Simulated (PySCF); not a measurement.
Mo(F)2(OH)4 (F2H4MoO4), SMILES [OH][Mo]([OH])([OH])([OH])([F])[F], multiplicity 1. Geometry: r2SCAN-D4/def2-SVP. The multiplicity is an assumed one; other spin states were not compared. The def2 effective core potentials stand for the cores of Mo; spin–orbit coupling is left out. The values are those of a single conformer.

Computed equilibrium geometry at r2SCAN-D4/def2-SVP (PySCF confirms it by a frequency run) as bond lengths and angles, and its point group (one conformer of several):
point group C2.
Atoms: Mo1 F2 F3 O4 H5 O6 H7 O8 H9 O10 H11. Bonds (Å): Mo1–F2 1.885, Mo1–F3 1.885, Mo1–O4 1.907, Mo1–O6 1.907, Mo1–O8 1.853, Mo1–O10 1.853, O4–H5 0.971, O6–H7 0.971, O8–H9 0.969, O10–H11 0.969. Angles (°): F2–Mo1–F3 85.7, F2–Mo1–O4 92.4, F2–Mo1–O6 80.4, F2–Mo1–O8 91.5, F2–Mo1–O10 163.3, F3–Mo1–O4 80.4, F3–Mo1–O6 92.4, F3–Mo1–O8 163.3, F3–Mo1–O10 91.5, O4–Mo1–O6 170.2, O4–Mo1–O8 83.3, O4–Mo1–O10 103.4, O6–Mo1–O8 103.4, O6–Mo1–O10 83.3, O8–Mo1–O10 95.7, Mo1–O4–H5 115.0, Mo1–O6–H7 115.0, Mo1–O8–H9 125.6, Mo1–O10–H11 125.6.
Charge 0, spin multiplicity 1.
